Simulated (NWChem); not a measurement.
Polarisability of H₆Al₂

```xyz
8

Al     0.0000     0.0000    -1.3040
Al     0.0000     0.0000     1.3040
H      0.0000    -1.1587     0.0000
H     -1.4236     0.0000    -1.9935
H      1.4236     0.0000    -1.9935
H      0.0000     1.1587     0.0000
H     -1.4236     0.0000     1.9935
H      1.4236     0.0000     1.9935
```
Charge 0, spin multiplicity 1.

Program: NWChem. All single points use one geometry, from PBE0/def2-SVP, a minimum by its harmonic frequencies.

Basis set: 6-31G*. Static limit. This basis has no diffuse functions, which lowers polarisabilities.

The correlated methods keep 10 core orbitals frozen. B3LYP has NWChem's definition, with VWN1-RPA local correlation. The Pople sets run with spherical d functions. The structure started from a generated list of species. Coupled-cluster values serve here as a point of comparison, not as the truth.

Task: Order these methods by the isotropic polarisability they give, lowest first: PBE0, PBE, CCSD linear response, HF, B3LYP.

Result: HF (45.38 bohr³), CCSD linear response (49.92 bohr³), B3LYP (50.58 bohr³), PBE0 (51.06 bohr³), PBE (53.31 bohr³)
